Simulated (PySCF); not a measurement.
**Dipole response of Cu (copper, neutral)**

[Ar] 3d10 4s1, 2S determinant. Computed with PySCF 2.14 in aug-cc-pwCVDZ-PP with ECP10MDF, with scalar relativity through the core potential. Coupled (time-dependent) response in atomic units; α is the mean over directions. A double-zeta set is small for polarisabilities.

```json
{"method": "UHF", "mean α (bohr³)": "70.96", "C₆ (like pair)": "483.8", "S(−4)": "5062"}
{"method": "PBE", "mean α (bohr³)": "40.15", "C₆ (like pair)": "226.4", "S(−4)": "1380"}
{"method": "PBE0", "mean α (bohr³)": "44.41", "C₆ (like pair)": "259.3", "S(−4)": "1754"}
{"method": "M06-L", "mean α (bohr³)": "49.52", "C₆ (like pair)": "308.5", "S(−4)": "2071"}
{"method": "LC-wPBE", "mean α (bohr³)": "48.29", "C₆ (like pair)": "291.7", "S(−4)": "2086"}
```

S(−4) is the Cauchy moment in α(ω) = α(0) + S(−4) ω² + …

Reference α: 46.5 ± 0.5 bohr³ (recommended; Schwerdtfeger and Nagle, table of static dipole polarizabilities (2023 update)). Published C₆: 253.0 (Chu and Dalgarno (2004); Tang, Norbeck and Certain (1976)).

Hartree-Fock lies above the reference because it lacks correlation, which contracts the outer shell.

α(iu) at PBE0:

```tsv
u (hartree)	α(iu) (bohr³)
0	44.41
0.0500	40.47
0.100	32.26
0.200	18.70
0.300	11.63
0.500	5.890
0.750	3.468
1.00	2.470
1.50	1.627
2.00	1.238
3.00	0.8201
5.00	0.4327
```

Energies and moments cover only the electrons outside the core potential.
